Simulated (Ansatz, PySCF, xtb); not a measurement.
Complex: HF (SMILES F) (first 2 atoms) with C2H2 (SMILES C#C); geometry from B3LYP-D3(BJ)/def2-TZVP, rigid monomers moved along the line of their centres of mass till H2···C3 is 2.52 Å.
(charge 0, multiplicity 1):
```xyz
6

F     -0.032    -0.012     0.349
H     -0.018    -0.004     1.283
C      0.260    -0.534     3.728
C     -0.225     0.562     3.727
H      0.691    -1.507     3.737
H     -0.656     1.534     3.734
```

Counterpoise-corrected where a basis set is named; no monomer relaxation. Rows marked so take none.

Frozen-core correlation. Rows in 6-31G* carry no dispersion term and start afresh at each structure (6-31G* with six Cartesian d functions).

Run with Ansatz (Gaussian basis) for Hartree–Fock, density functionals and correlated methods; PySCF for 6-31G* rows, the dispersion terms; xtb for the GFN methods. Each number belongs to the level named beside it.

Question: One of these levels gives -2.27 kcal/mol for the interaction energy. Which?
A) MP2/aug-cc-pVDZ
B) GFN1-xTB
C) PBE-D4/def2-TZVPPD
D) HF/6-31G* (no counterpoise)

Answer: B, GFN1-xTB. The others give -3.99 (HF/6-31G* (no counterpoise)), -4.54 (PBE-D4/def2-TZVPPD), -3.43 (MP2/aug-cc-pVDZ)

Ansatz is a quantum-chemistry and plane-wave program.
